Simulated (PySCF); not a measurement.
This script is equivalent to a calculation on K²⁺ (potassium, charge +2).

```python
from pyscf import gto, scf, dft, mp, cc
import basis_set_exchange as bse
mol = gto.M(atom="K 0 0 0", charge=2, spin=1, symmetry="D2h",
            basis=gto.basis.parse(bse.get_basis("def2-TZVP", elements=["K"], fmt="nwchem", header=False)))
mf = dft.UKS(mol, xc="PBE")
mf.irrep_nelec = {'Ag': (3, 3), 'B1u': (2, 2), 'B2u': (2, 2), 'B3u': (2, 1)}
mf.kernel()
```

(1) What total energy does it give?

(2) Which occupied shell lies highest, and where?

(3) What is ⟨S²⟩, and what would a pure spin state give?

Answers

(1) -598.366 hartree (calculated).

(2) 3p β, at -38.504 eV.

(3) 0.751, against 0.75.
